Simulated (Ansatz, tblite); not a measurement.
Cost and result up the ladder for (KH)4 cube (K₄H₄) (8 atoms). Total charge 0; singlet. Geometry: PBE0-D4/def2-SVP.

```
atom   x (Å)   y (Å)   z (Å)
  K1  -0.681  -2.117   0.630
  H2   0.126  -0.192   2.214
  K3  -1.370   1.576   0.989
  H4  -2.102  -0.329  -0.655
  K5  -0.131   0.199  -2.299
  H6   1.320  -1.518  -0.953
  K7   2.182   0.341   0.679
  H8   0.656   2.039  -0.607
```

Ansatz on 4 threads of Arm Neoverse V1 on a shared host; xTB runs through tblite on one thread. Times are rough, summed over both states, and most runs start from the orbitals of an earlier one. PBE0-D4/def2-TZVP serves as the yardstick here, not as an exact answer. The other state is a doublet.

The xTB rows come from tblite. HOMO above LUMO, or a gap near zero within one spin, warns that the state may not be the lowest or that an electron is smeared out.

Raw xTB energies of ions are shifted by several eV.

| level | functions | wall time |
| --- | --- | --- |
| GFN2-xTB | 20 | 0.005 s |
| GFN1-xTB | 24 | 0.006 s |
| PBE-D4/def2-TZVP | 156 | 8.4 s |
| PBE0-D4/def2-TZVP | 156 | 12 s |
| r2SCAN-D4/def2-TZVP | 156 | 21 s |

(1) Estimate what each level gives for the vertical IE (eV).

Results:

(1) 
| level | vertical IE (eV) | difference from PBE0-D4/def2-TZVP (eV) | remarks |
| --- | --- | --- | --- |
| GFN2-xTB | 11.18 | 4.93 | – |
| GFN1-xTB | 14.56 | 8.31 | – |
| PBE-D4/def2-TZVP | 5.88 | -0.37 | gap within one spin near zero (+1 doublet) |
| PBE0-D4/def2-TZVP | 6.25 | 0.00 | – |
| r2SCAN-D4/def2-TZVP | 5.90 | -0.35 | gap within one spin near zero (+1 doublet) |
